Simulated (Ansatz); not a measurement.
Species: CH5NSi, SMILES `N[SiH]=C` (C–Si–N–H torsion 180°) (charge 0, multiplicity 1), formula CH$_{5}$NSi.

Question: How many basis functions does Ansatz (a first-principles code) with frozen-core CCSD(T)/cc-pVTZ // r2SCAN-D4/def2-TZVP use, how many core orbitals are frozen, and how many electrons are correlated?

Answer: 164 basis functions and 7 frozen orbitals, which leaves 18 correlated electrons. Core time is of the order of seconds.
